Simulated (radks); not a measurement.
Successive ionisation energies (eV) of one element, from differences of total energies of ions in their ground configurations, starting at charge 66: 7559.1, 8233.9, 8378.6, 18589.0, 18945.0, 19294.0, 19767.9, 20134, 20493, 22550, 22915, 91824, 93371. Calculated with a radial shooting solver on a logarithmic mesh with Libxc functionals: scalar-relativistic Kohn-Sham, PBEsol, spin-polarised, spherical densities, finite nucleus; open shells are filled with parallel spins first (spin-orbit coupling, left out, can overturn this in heavy ions); Fermi nuclear charge, rms radius 5.4371 fm. Which element is it?

Answer. Gold (Z = 79). The first species listed is Au66+ in [Ne] 3s2 3p1, the last Au78+ in 1s1.
